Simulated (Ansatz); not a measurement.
**Question.** Predict a relaxed structure of nido-B6H10 (SH for H, site b on B) (B6H10S), charge 0, singlet, at PBE0-D4/def2-SVP (Ansatz).

**Answer.** 
```csv
atom,x (Å),y (Å),z (Å)
B1,-1.219,-0.918,-0.877
B2,-0.329,-1.279,0.569
B3,0.134,1.412,-0.211
B4,0.619,0.191,1.031
B5,0.449,-0.268,-0.648
B6,-0.947,0.646,-1.332
S7,2.142,0.225,2.063
H8,-1.581,-1.876,-1.503
H9,-0.081,-2.356,1.032
H10,0.746,2.432,-0.356
H11,2.964,-0.160,1.065
H12,1.410,-0.617,-1.277
H13,-1.048,1.192,-2.397
H14,-1.641,-1.029,0.391
H15,-0.357,-0.447,1.661
H16,-0.058,1.327,1.143
H17,-1.201,1.526,-0.353
```
Point group Cs (tolerance 0.1 Å). This is one stationary point.

Another isomer (singlet) lies 0.22 eV lower at PBE0-D4/def2-TZVP; other spin states weren't run for this one.
